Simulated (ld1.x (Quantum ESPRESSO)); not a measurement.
## PBEsol RRKJ dataset for Si, non-relativistic all-electron reference.

silicon, norm-conserving RRKJ (Kleinman–Bylander form), made with ld1.x (Quantum ESPRESSO) 7.5 (PBEsol, non-relativistic). Core [He], reference 2s2 2p6 3s2 3p2. Waves: 2s (bound): rc 0.85 bohr; 2p (bound): rc 0.60 bohr. Local part: all-electron potential smoothed inside 0.75 bohr (lloc = -1). Core correction: none.

Occupied shells without a wave of their own: 3p, 3s. They enter only through the test configuration that unscreens the potential.

What the tests gave:

```
Cutoffs needed           : over 300 Ry and over 300 Ry (the cutoffs (Ry, on a coarse ladder) from which the occupation-weighted sum of valence levels, in a spherical-Bessel basis at the reference potential, stays within 10 and 1 mRy of its value at 400 Ry)
Ghost test               : no extra level below or beside the all-electron valence levels (s, p, d, f tested) (spherical-Bessel basis up to 400 Ry, 20 bohr box)
Largest excitation error : +210 meV (all-electron minus pseudo) for 2s2 2p6 3s0 3p0, out of 7 test configurations
```

Generation and tests took about 0.99 s on one core of a shared server CPU.
